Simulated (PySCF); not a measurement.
SMILES C[Si](C)(C)CS (C4H12SSi) (GFN2-xTB optimised geometry):

```
18

C      2.053    -0.372     0.000
Si     0.149    -0.372     0.000
C     -0.507    -1.352    -1.501
C     -0.551     1.398     0.000
C     -0.421    -1.251     1.610
S     -2.242    -1.335     1.761
H      2.455    -1.381     0.001
H      2.435     0.131    -0.882
H      2.453     0.141     0.869
H     -1.584    -1.255    -1.604
H     -0.061    -0.989    -2.421
H     -0.275    -2.411    -1.423
H     -0.368     1.896    -0.948
H     -0.099     2.003     0.781
H     -1.623     1.395     0.170
H     -0.107    -0.699     2.493
H     -0.041    -2.267     1.704
H     -2.455    -2.003     0.630
```

Calculation: B3LYP/def2-SVP run with PySCF 2.14.0.

Q: What are the frontier orbital energies and the dipole moment?

A: HOMO-2 -8.27 eV, HOMO-1 -8.11 eV, HOMO -6.05 eV, LUMO 0.75 eV, LUMO+1 1.50 eV; dipole moment 1.61 D.

On the same geometry PBE/def2-SVP (PySCF 2.14.0) gives HOMO-2 -7.17 eV, HOMO-1 -7.06 eV, HOMO -5.05 eV, LUMO 0.11 eV, LUMO+1 0.79 eV; dipole moment 1.64 D.

Meta-Löwdin charges at B3LYP/def2-SVP: C1 -0.54, Si2 0.91, C3 -0.54, C4 -0.54, C5 -0.45, S6 -0.09, H7 0.11, H8 0.11, H9 0.11, H10 0.11, H11 0.11, H12 0.10, H13 0.10, H14 0.11, H15 0.11, H16 0.12, H17 0.11, H18 0.06.
